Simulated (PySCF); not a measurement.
## Gas-phase XPS of `BC[AsH2]`, computed

Species: CH6AsB.
Numbering: `[BH2:1][CH2:2][AsH2:3]`

Level of theory: delta-SCF UKS SCAN, pcX-2 on the ionised atom, pcseg-1 elsewhere, spin-free X2C in PySCF. Vertical ΔSCF values, vacuum level as zero.

Problem. What binding energy does each computed site have?

Solution. 
```tsv
atom(s)	bonded to	level	binding energy (eV)	count
B1	C and 2 H	B 1s	195.23	1
C2	2 H, As and B	C 1s	290.39	1
```

Problem. Which effective nuclear charge Zeff reproduces each element's mean 1s value in the hydrogen-like formula E = 13.606 eV × Zeff²?

Solution. B (Z = 5): mean 195.2 eV, Zeff = 3.79, Z − Zeff = 1.21; C (Z = 6): mean 290.4 eV, Zeff = 4.62, Z − Zeff = 1.38. Means run over the listed sites, weighted by atom count.

Problem. Give the binding energy of B 1s of B1 in hartree and in kJ/mol.

Solution. 195.23 eV = 7.1746 Eh = 18837 kJ/mol.

Spin contamination (⟨S²⟩ against 0.75 for a pure doublet) is marked for B 1s of B1 (0.93), which makes this value less certain. No level of arsenic is listed. Isolated species at its PBE0-D3(BJ)/def2-SVP geometry (one conformer only).

Conformer computed: `[BH2:1][CH2:2][AsH2:3]`: H–As3–C2–B1 -48°, H–As3–C2–B1 45°.
